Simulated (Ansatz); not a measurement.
Molecule: methoxy(dimethyl)borane, C$_{3}$H$_{9}$BO (charge 0, singlet). SMILES: COB(C)C
Structure (B3LYP-D3(BJ)/def2-TZVP (Ansatz, an electronic-structure program) minimum search):
```xyz
14

B     -0.4653     0.1366    -0.0361
C     -1.5713     1.2266    -0.2775
C     -0.8174    -1.3736     0.2646
O      0.8287     0.5603    -0.0990
C      1.9354    -0.3093     0.0975
H     -2.2102     0.9419    -1.1206
H     -1.1636     2.2191    -0.4719
H     -2.2408     1.2891     0.5874
H     -0.4065    -1.6934     1.2283
H     -0.3758    -2.0413    -0.4832
H     -1.8912    -1.5613     0.2835
H      2.8425     0.2838    -0.0068
H      1.9157    -0.7560     1.0943
H      1.9469    -1.1097    -0.6458
```

Parts of the frozen-core correlation energy in cc-pVTZ (Ansatz, hartree). Frozen orbitals: 5; correlated occupied orbitals by spin: 15 and 15; virtual: 256 and 256. No spin-orbit coupling. Non-relativistic.

| term | value |
|---|---|
| reference (HF) | -218.52979 |
| MP2 opposite-spin | -0.67538 |
| MP2 same-spin | -0.19635 |
| CCSD correlation | -0.92034 |
| (T) | -0.03474 |
| T1 diagnostic | 0.012 |
| largest doubles amplitude | 0.021 |
